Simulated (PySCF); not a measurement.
C7H13P.
Geometry (PBE0-D3(BJ)/def2-SVP, Å), atoms numbered from 1 in this order:
```xyz
21
C7H13P angstrom
C      0.280    1.315   -1.056
C     -0.175    1.785    0.337
P     -0.185    0.421    1.608
C     -1.413   -0.676    0.733
C     -1.254   -0.668   -0.797
C      0.139   -0.201   -1.240
C      1.229   -0.941   -0.456
C      1.346   -0.450    0.998
H     -0.302    1.837   -1.834
H      1.333    1.597   -1.223
H     -1.204    2.181    0.313
H      0.453    2.607    0.713
H     -2.428   -0.378    1.037
H     -1.260   -1.687    1.149
H     -1.451   -1.676   -1.198
H     -2.010   -0.006   -1.251
H      0.260   -0.433   -2.310
H      2.198   -0.822   -0.970
H      1.007   -2.021   -0.472
H      1.574   -1.277    1.688
H      2.171    0.274    1.114
```

Computed with PySCF at PBE0/pcSseg-1 and B3LYP/def2-SVPD, non-relativistic, on one gas-phase PBE0-D3(BJ)/def2-SVP geometry that isn't relaxed in the solvent. The solvent is an IEF-PCM continuum (cavity from Bondi-type radii × 1.2). Specific hydrogen bonds and non-electrostatic terms are outside this model.

Gas phase at PBE0/pcSseg-1: HOMO -6.34 eV, LUMO 1.00 eV, dipole 1.51 D.

What does the continuum do to the energy, the frontier levels and the dipole at PBE0/pcSseg-1 in methanol and dimethylsulfoxide?

```
          solvent      ε  E(solvent) − E(gas) (kJ/mol)  polarisation term (kJ/mol)  distortion of the solute (kJ/mol)  HOMO (eV)  LUMO (eV)  dipole (D)
         methanol  32.61                        -10.55                      -12.53                               1.98      -6.45       1.22        2.14
dimethylsulfoxide  46.83                        -10.73                      -12.78                               2.05      -6.46       1.22        2.16
```

Polarisation term: ½ Σ q·V over the induced surface charges. Distortion: the rise of the solute's own energy as its density leaves the gas-phase optimum. From methanol to dimethylsulfoxide the lowering changes by a factor 1.02, Onsager's factor (ε − 1)/(2ε + 1) by 1.01 and ε itself by 1.4.

Which radius a makes the point-dipole formula ΔE = −[(ε − 1)/(2ε + 1)]·μ²/a³ give the value in dimethylsulfoxide, with the gas-phase dipole?

μ = 0.593 au and |ΔE| = 0.00409 Eh give a = 1.83 Å; the farthest nucleus lies 2.75 Å from the centroid of the nuclei, so such a sphere wouldn't even hold the nuclei. The formula assumes a rigid point dipole at the centre of a sphere.

Give the dipole vector in the frame of the coordinates (D, pointing from negative to positive charge), gas and dimethylsulfoxide.

Gas (0.17, -0.32, -1.46), solvent (0.24, -0.46, -2.09). Its length changes by +43 % and its direction by less than 1°.

Which Hirshfeld charges (PBE0/pcSseg-1) respond most in dimethylsulfoxide (means over atoms taken as equivalent)?

| atoms | environment | gas (e) | solvent (e) | change |
| --- | --- | --- | --- | --- |
| P3 | phosphine phosphorus | +0.129 | +0.094 | -0.035 |
| H9 (×6) | methylene hydrogen | +0.035 | +0.037 | +0.002 |
| H17 | methine hydrogen | +0.037 | +0.039 | +0.002 |
| H11 (×6) | methylene hydrogen | +0.036 | +0.038 | +0.002 |
| C6 | sp3 carbon at a ring junction | -0.028 | -0.027 | +0.001 |
| C1/C5/C7 | ring CH2 carbon | -0.071 | -0.070 | +0.001 |

Gas phase at B3LYP/def2-SVPD: HOMO -6.11 eV, LUMO 0.21 eV, dipole 1.50 D.

What does the continuum do to the energy, the frontier levels and the dipole at B3LYP/def2-SVPD in dimethylsulfoxide?

| solvent | ε | E(solvent) − E(gas) (kJ/mol) | polarisation term (kJ/mol) | distortion of the solute (kJ/mol) | HOMO (eV) | LUMO (eV) | dipole (D) |
| --- | --- | --- | --- | --- | --- | --- | --- |
| dimethylsulfoxide | 46.83 | -10.47 | -13.03 | 2.56 | -6.20 | 0.44 | 2.24 |

How does the static polarisability (B3LYP/def2-SVPD, frozen core, with the continuum's full static response) change?

| medium | isotropic (au) | principal values (au) | ⟨r²⟩ of the electrons (bohr²) |
| --- | --- | --- | --- |
| gas | 101.2 | 100.1, 100.1, 103.5 | 973.9 |
| dimethylsulfoxide | 148.5 | 146.3, 146.3, 152.8 | 974.3 |

The isotropic value in dimethylsulfoxide is 1.47 times the gas-phase one; no cavity-field correction is applied. ⟨r²⟩ is taken about the centre of nuclear charge.
